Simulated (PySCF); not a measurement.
# Worked example: the barrier

An elementary step of SiH$_{2}$Cl$_{2}$O, closed shell (SiHClO ([OH][Si][Cl]) + HCl → SiH₂Cl₂O ([OH2][Si]([Cl])[Cl]); bonds formed: Si1–Cl4, O2–H3; bonds broken: H3–Cl4; bonds weakened to dative contacts: Si1–O2). “Start” is the structure reached by relaxing down from the saddle towards the reactants; PBE0-D4/def2-TZVP structures. The saddle:

```xyz
6
angstrom
Si 1.1278 0.3719 0.0449
O -0.0660 -0.9115 -0.3224
H -0.9579 0.0903 -0.3746
Cl -1.1495 1.5313 -0.2708
Cl 0.9832 0.2255 2.1152
H 0.0624 -1.3075 -1.1923
```

Program: PySCF 2.14 with density fitting (its default auxiliary sets; JK sets also for MP2 and CCSD(T)). Basis: def2-TZVPP and def2-QZVPP. Cores are frozen in the correlated methods.

Energies in eV:

| quantity | saddle | start |
| --- | --- | --- |
| Hartree–Fock, triple zeta (X = 3) | -34941.20737 | -34942.31147 |
| Hartree–Fock, quadruple zeta (X = 4) | -34942.23663 | -34943.34803 |
| MP2 correlation, X = 3 | -20.58178 | -20.03868 |
| MP2 correlation, X = 4 | -22.53673 | -21.95269 |
| CCSD(T) correlation, X = 3 | -22.63821 | -22.19504 |

Question: Work out the barrier at the basis limit: extrapolate Hartree–Fock as E(X) = E∞ + A exp(−7.88 √X) and the MP2 correlation as E(X) = E∞ + B X^−2.97 (the exponents that Neese and Valeev fitted for def2-TZVPP and QZVPP), then add CCSD(T) − MP2 in triple zeta.

Answer: Each step is linear, so take the differences first (saddle − start): Hartree–Fock 1.10410 (X = 3) and 1.11140 (X = 4); MP2 correlation -0.54310 and -0.58404; CCSD(T) correlation -0.44317.
Two points give E∞ = E(4) + w [E(4) − E(3)], with w = 1/(exp(7.88 (2 − √3)) − 1) = 0.1377 for Hartree–Fock and w = 1/((4/3)^2.97 − 1) = 0.7407 for the correlation.
Hartree–Fock: 1.11140 + 0.1377 × 0.00730 = 1.1124 eV.
MP2 correlation: -0.58404 + 0.7407 × (-0.04094) = -0.6144 eV.
CCSD(T) − MP2: -0.44317 − (-0.54310) = 0.0999 eV.
Sum: 1.1124 + (-0.6144) + 0.0999 = 0.5979 eV, or 13.79 kcal/mol. Plain CCSD(T) in triple zeta gives 0.6609 eV, so the larger basis shifts the result by -0.0630 eV.

T1 diagnostic: at most 0.013.

Labels in which every atom is bracketed show which atoms are joined, not bond orders.

For scale, one of the runs: CCSD(T)/def2-TZVPP, 185 basis functions, launched by `OMP_NUM_THREADS=4 python run.py`. The run took 4.1 min on 4 CPU threads of a Oxide Virtual Turin-like (shared host), with 2 GiB of host memory at its peak.
